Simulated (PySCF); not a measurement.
**Krypton: a sound run and one with changed settings**

Sound run: Kr [Kr], Kr⁺ [Ar] 3d10 4s2 4p5. All numbers are calculated (PySCF 2.14, the spin-free X2C one-electron Hamiltonian (Gaussian nucleus), in cc-pVDZ-DK (5s4p2d, 27 functions)). In the sound run the correlated levels freeze [Ar] 3d10. The sound run starts from symmetry-adapted Hartree-Fock orbitals and uses a fine grid where one is needed.

Changed run: basis STO-3G, all-electron and non-relativistic. This setting is unsound on purpose.

```
species  method  sound run (hartree)  changed run (hartree)  converged
     Kr     UHF          -2788.05276            -2722.70600        yes
     Kr    PBE0          -2789.60585            -2723.83026        yes
     Kr    BP86          -2790.25134            -2724.25079        yes
     Kr     MP2          -2788.17040            -2722.70600        yes
    Kr⁺     UHF          -2787.56926            -2722.30230        yes
    Kr⁺    PBE0          -2789.08691            -2723.38773        yes
    Kr⁺    BP86          -2789.73000            -2723.80993        yes
    Kr⁺     MP2          -2787.66295            -2722.30230        yes
```

Ionisation energy of Kr:

| method | sound run (eV) | changed run (eV) |
| --- | --- | --- |
| UHF | 13.157 | 10.985 |
| PBE0 | 14.121 | 12.042 |
| BP86 | 14.186 | 11.997 |
| MP2 | 13.808 | 10.985 |
| SCS-MP2 | 13.731 | 10.985 |

A minimal basis cannot let orbitals breathe on ionisation and holds almost no correlation. The Hamiltonian changed with the basis, so the totals do not compare.

For comparison, NIST gives 14.000 eV between the lowest levels.
